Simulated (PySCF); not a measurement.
## Excitation energy of Ba by level of theory

Ba [Xe] 6s2 (1S) → Ba [Xe] 5d2 (3F), as a difference of total energies. All numbers are calculated (PySCF 2.14, the spin-free X2C one-electron Hamiltonian (Gaussian nucleus), in x2c-TZVPPall (11s7p6d2f1g, 85 functions)). Correlated levels: valence: [Xe] frozen; valence and next inner shell: [Kr] 4d10 frozen. The calculations carry no spin-orbit coupling.

```
                                method  excitation energy (eV)
                                   UHF                   2.364
                                   LDA                   2.351
                                   PBE                   2.052
                                  PBE0                   2.086
                                r2SCAN                   1.720
                                  BP86                   2.102
                                 B97-3                   2.426
                                 M06-L                   2.265
                         MP2 (valence)                   2.729
                     SCS-MP2 (valence)                   2.887
    MP2 (valence and next inner shell)                   2.890
SCS-MP2 (valence and next inner shell)                   2.994
```

Problem. How much does correlation contribute at MP2 (valence and next inner shell)?

Solution. 2.890 − (2.364) = 0.526 eV, measured against UHF.

A first-order spin-orbit estimate (lowest level to lowest level, LS coupling) adds -0.061 eV.
